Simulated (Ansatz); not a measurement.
This geometry of BrH + Cl5FMo (9 atoms, charge 0, multiplicity 1) is a first-order saddle point.

These are results of RKS PBE/def2-SVP in Ansatz, not measurements.

```xyz
9
Properties=species:S:1:pos:R:3
Mo 0.149 0.119 -0.193
F 0.567 -0.457 1.820
Cl 2.419 0.000 -0.320
Cl 0.190 2.216 -1.204
Cl -1.874 0.619 0.725
Cl -0.181 -2.181 -0.076
Cl -0.423 -0.400 -2.398
Br 1.008 2.248 2.126
H 0.822 0.623 2.255
```

Q: Which two structures does it join? (They come from a converged band through this point; their orientation in space is the band's.)

A: Bonds broken: Mo1–F2, Br8–H9. Bonds formed: Mo1–Br8, F2–H9. BrH + Cl5FMo becomes BrCl5Mo + FH.

Initial state:

```xyz
9
Properties=species:S:1:pos:R:3
Mo -0.145 -0.142 -0.278
F 0.040 0.060 1.598
Cl 2.161 -0.133 -0.415
Cl -0.160 2.162 -0.434
Cl -2.441 -0.142 0.015
Cl -0.121 -2.435 0.033
Cl -0.357 -0.375 -2.550
Br 2.356 2.409 2.350
H 1.343 1.384 2.416
```

Final state:

```xyz
9
Properties=species:S:1:pos:R:3
Mo 0.366 0.393 -0.538
F -0.342 -0.408 3.285
Cl 2.443 0.160 -1.541
Cl 0.130 2.446 -1.590
Cl -1.678 0.678 0.490
Cl 0.657 -1.623 0.538
Cl -0.647 -0.675 -2.320
Br 1.476 1.566 1.403
H 0.270 0.251 3.009
```

Q: How far does it lie above each of them?

A: 23.2 kcal/mol above the first and 13.6 kcal/mol above the second. This is the barrier of this one path; another mechanism may lie lower. The orbitals stay closed-shell, which can raise the energy where a bond breaks towards radicals; this wasn't checked here.

Time of the run: 10 min on 4 threads of Arm Neoverse V2, with other jobs on the host, peak memory 0.41 GiB.
